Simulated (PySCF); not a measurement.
BrCs (SMILES [Br][Cs]), singlet, geometry from GFN2-xTB (such geometries of metal compounds can be far from the true shape) (core potentials on Cs), with bond 2-1 at 1.8 times its length; CASSCF(2,3)/def2-SVP (PySCF).

Input for PySCF:
```python
from pyscf import gto, scf, mcscf
import numpy

mol = gto.Mole()
mol.atom = '''
    Cs   -0.000000   -0.000000   -1.192498
    Br    0.000000    0.000000    4.327063
'''
mol.basis = 'def2-svp'
mol.ecp = {'Cs': 'def2-svp'}
mol.charge = 0
mol.spin = 0
mol.verbose = 4
mol.build()

mf = scf.RHF(mol)
mf.kernel()
mc = mcscf.CASSCF(mf, 3, 2)
mc.fix_spin_(ss=0.0)
mc.kernel()
occ = numpy.linalg.eigvalsh(mc.fcisolver.make_rdm1(mc.ci, mc.ncas, mc.nelecas))[::-1]
ss = mc.fcisolver.spin_square(mc.ci, mc.ncas, mc.nelecas)[0]
print('natural occupations', occ.round(4), ' <S^2>', round(ss, 4))
```

The log (banner, timings and long lists left out):

```
PySCF version 2.14.0

[INPUT] verbose = 4
[INPUT] num. atoms = 2
[INPUT] num. electrons = 44
[INPUT] charge = 0
[INPUT] spin (= nelec alpha-beta = 2S) = 0
[INPUT] symmetry False subgroup None
[INPUT] Mole.unit = angstrom
[INPUT] Symbol           X                Y                Z      unit          X                Y                Z       unit  Magmom
[INPUT]  1 Cs     0.000000000000   0.000000000000  -1.192498000000 AA    0.000000000000   0.000000000000  -2.253494624092 Bohr   0.0
[INPUT]  2 Br     0.000000000000   0.000000000000   4.327063000000 AA    0.000000000000   0.000000000000   8.176963993739 Bohr   0.0

nuclear repulsion = 30.200014356178
number of shells = 22
number of NR pGTOs = 109
number of NR cGTOs = 56
basis = def2-svp
ecp = {'Cs': 'def2-svp'}

******** <class 'pyscf.scf.hf.RHF'> ********
method = RHF
initial guess = minao
damping factor = 0
level_shift factor = 0
DIIS = <class 'pyscf.scf.diis.CDIIS'>
diis_start_cycle = 1
diis_space = 8
diis_damp = 0
SCF conv_tol = 1e-09
SCF conv_tol_grad = None
SCF max_cycles = 50
direct_scf = True
direct_scf_tol = 1e-13
Set gradient conv threshold to 3.16228e-05
Initial guess from minao.
init E= -2587.26609258204
  HOMO = -0.441190624850291  LUMO = -0.158157055045088  gap/eV = 7.70174
cycle= 1 E= -2591.94972420186  delta_E= -4.68  |g|= 0.398  |ddm|= 1.86
  HOMO = -0.151531248278868  LUMO = -0.0450297408564815  gap/eV = 2.89805
cycle= 2 E= -2591.98022597062  delta_E= -0.0305  |g|= 0.16  |ddm|= 0.742
  HOMO = -0.207409977688218  LUMO = -0.0431957042552717  gap/eV = 4.46850
cycle= 3 E= -2591.98295885112  delta_E= -0.00273  |g|= 0.0333  |ddm|= 0.141
  HOMO = -0.212452132551994  LUMO = -0.0426666172794867  gap/eV = 4.62010
cycle= 4 E= -2591.98311362146  delta_E= -0.000155  |g|= 0.00401  |ddm|= 0.0291
  HOMO = -0.213077699042158  LUMO = -0.0423510637318287  gap/eV = 4.64571
cycle= 5 E= -2591.98314332906  delta_E= -2.97e-05  |g|= 0.00178  |ddm|= 0.0174
  HOMO = -0.213853529381745  LUMO = -0.0421403998919381  gap/eV = 4.67255
cycle= 6 E= -2591.98314925847  delta_E= -5.93e-06  |g|= 0.000298  |ddm|= 0.0103
  HOMO = -0.213795850407038  LUMO = -0.042122389261074  gap/eV = 4.67147
cycle= 7 E= -2591.98314951291  delta_E= -2.54e-07  |g|= 6.04e-05  |ddm|= 0.0022
  HOMO = -0.213785024930473  LUMO = -0.0421218931353664  gap/eV = 4.67119
cycle= 8 E= -2591.98314952529  delta_E= -1.24e-08  |g|= 1.44e-05  |ddm|= 0.000522
  HOMO = -0.21378344251887  LUMO = -0.0421219924292089  gap/eV = 4.67115
cycle= 9 E= -2591.98314952583  delta_E= -5.38e-10  |g|= 2.56e-06  |ddm|= 0.00013
  HOMO = -0.213783218117423  LUMO = -0.0421218705384838  gap/eV = 4.67114
Extra cycle  E= -2591.98314952584  delta_E= -1.55e-11  |g|= 9.96e-07  |ddm|= 2.09e-05
converged SCF energy = -2591.98314952584

******** <class 'pyscf.mcscf.mc1step.CASSCF'> ********
CAS (1e+1e, 3o), ncore = 21, nvir = 32
max_cycle_macro = 50
max_cycle_micro = 4
conv_tol = 1e-07
conv_tol_grad = None
orbital rotation max_stepsize = 0.02
orbital rotation threshold for CI restart = 0.01
augmented hessian ah_max_cycle = 30
augmented hessian ah_conv_tol = 1e-12
augmented hessian ah_linear dependence = 1e-14
augmented hessian ah_level shift = 1e-08
augmented hessian ah_start_tol = 2.5
augmented hessian ah_start_cycle = 3
augmented hessian ah_grad_trust_region = 3
kf_trust_region = 3
kf_interval = 4
ci_response_space = 4
ci_grad_trust_region = 3
with_dep4 0
natorb = False
canonicalization = True
sorting_mo_energy = False
ao2mo_level = 2
internal_rotation = False
******** <class 'pyscf.fci.addons.SpinPenaltyFCISolver'> ********
max. cycles = 50
conv_tol = 1e-08
davidson only = True
linear dependence = 1e-12
level shift = 0.001
max iter space = 12
nroots = 1
pspace_size = 400
spin = None
CASCI E = -2591.98315131800  S^2 = 0.0000000
Set conv_tol_grad to 0.000316228
macro iter   1 ( 21 JK    4 micro), CASSCF E = -2591.98335506638  dE = -2.03748381e-04  S^2 = 0.0000000
               |grad[o]|=3.23e-05  |grad[c]|=0.00331  |ddm|=0.0111  |maxRot[o]|=0.234
macro iter   2 ( 21 JK    4 micro), CASSCF E = -2591.98447186609  dE = -1.11679972e-03  S^2 = 0.0000000
               |grad[o]|=0.00317  |grad[c]|=0.00513  |ddm|=0.0292  |maxRot[o]|=0.314
macro iter   3 ( 21 JK    4 micro), CASSCF E = -2591.98672562883  dE = -2.25376274e-03  S^2 = 0.0000000
               |grad[o]|=0.00636  |grad[c]|=0.00489  |ddm|=0.0137  |maxRot[o]|=0.314
macro iter   4 ( 21 JK    4 micro), CASSCF E = -2591.98882369160  dE = -2.09806277e-03  S^2 = 0.0000000
               |grad[o]|=0.00626  |grad[c]|=0.00313  |ddm|=0.00465  |maxRot[o]|= 0.25
macro iter   5 ( 20 JK    4 micro), CASSCF E = -2591.98907432240  dE = -2.50630798e-04  S^2 = 0.0000000
               |grad[o]|=0.00225  |grad[c]|=0.00124  |ddm|=0.000294  |maxRot[o]|=0.138
macro iter   6 ( 21 JK    4 micro), CASSCF E = -2591.98958255521  dE = -5.08232811e-04  S^2 = 0.0000000
               |grad[o]|=0.000566  |grad[c]|=0.00558  |ddm|=0.000783  |maxRot[o]|=0.303
macro iter   7 ( 21 JK    4 micro), CASSCF E = -2591.99111275875  dE = -1.53020354e-03  S^2 = 0.0000000
               |grad[o]|=0.00153  |grad[c]|=0.00471  |ddm|=0.00252  |maxRot[o]|= 0.31
macro iter   8 ( 21 JK    4 micro), CASSCF E = -2591.99204421340  dE = -9.31454648e-04  S^2 = 0.0000000
               |grad[o]|=0.00205  |grad[c]|=0.00149  |ddm|=0.00197  |maxRot[o]|=0.305
macro iter   9 ( 14 JK    4 micro), CASSCF E = -2591.99207958843  dE = -3.53750293e-05  S^2 = 0.0000000
               |grad[o]|=0.000895  |grad[c]|=0.00068  |ddm|=0.00304  |maxRot[o]|=0.0735
macro iter  10 ( 10 JK    3 micro), CASSCF E = -2591.99208297872  dE = -3.39029384e-06  S^2 = 0.0000000
               |grad[o]|=0.000545  |grad[c]|=0.000169  |ddm|=0.000584  |maxRot[o]|=0.0166
macro iter  11 (  5 JK    1 micro), CASSCF E = -2591.99208308519  dE = -1.06467269e-07  S^2 = 0.0000000
               |grad[o]|=9.91e-05  |grad[c]|=0.000124  |ddm|=0.000139  |maxRot[o]|=0.00313
macro iter  12 (  3 JK    1 micro), CASSCF E = -2591.99208308954  dE = -4.34692993e-09  S^2 = 0.0000000
               |grad[o]|=5.8e-05  |grad[c]|=3.65e-05  |ddm|=7.22e-05  |maxRot[o]|=0.000136
1-step CASSCF converged in  12 macro (199 JK  41 micro) steps
CASSCF canonicalization
Density matrix diagonal elements [1.98900606 0.00743065 0.0035633 ]
CASSCF energy = -2591.99208308954
CASCI E = -2591.99208308954  E(CI) = -0.946880974667238  S^2 = 0.0000000
natural occupations [1.9891 0.0074 0.0036]  <S^2> 0.0
```
